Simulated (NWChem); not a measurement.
C₃H₅FO; SMILES C=C(OC)F

```xyz
10

C      0.6070    -1.7087     0.1611
C      0.0305    -0.5495    -0.1462
F     -1.2830    -0.4567    -0.3610
O      0.6692     0.6031    -0.3171
C      0.0349     1.7804     0.1456
H      1.6769    -1.7379     0.3577
H      0.0133    -2.6207     0.1843
H      0.7186     2.6075    -0.0797
H     -0.9244     1.9510    -0.3650
H     -0.1352     1.7383     1.2348
```
Atoms are numbered in this order, from 1.

The geometry was optimised at PBE0/def2-SVP.

Question: Give the principal values of the shielding tensors (ppm) of C1, C2, F3, O4, C5 from B3LYP/6-31G* (spherical d), GIAO (NWChem), with their diamagnetic and paramagnetic parts as GIAO splits them.

Answer: 
```json
[
 {"atom": "C1", "σ11": "67.1", "σ22": "144.9", "σ33": "169.6", "isotropic": "127.2", "diamagnetic": "260.9", "paramagnetic": "-133.7"},
 {"atom": "C2", "σ11": "-52.1", "σ22": "76.1", "σ33": "88.4", "isotropic": "37.4", "diamagnetic": "248.7", "paramagnetic": "-211.3"},
 {"atom": "F3", "σ11": "200.4", "σ22": "309.9", "σ33": "348.5", "isotropic": "286.3", "diamagnetic": "474.5", "paramagnetic": "-188.3"},
 {"atom": "O4", "σ11": "187.7", "σ22": "261.3", "σ33": "300.9", "isotropic": "250.0", "diamagnetic": "393.4", "paramagnetic": "-143.4"},
 {"atom": "C5", "σ11": "111.2", "σ22": "119.8", "σ33": "185.4", "isotropic": "138.8", "diamagnetic": "248.7", "paramagnetic": "-109.9"}
]
```
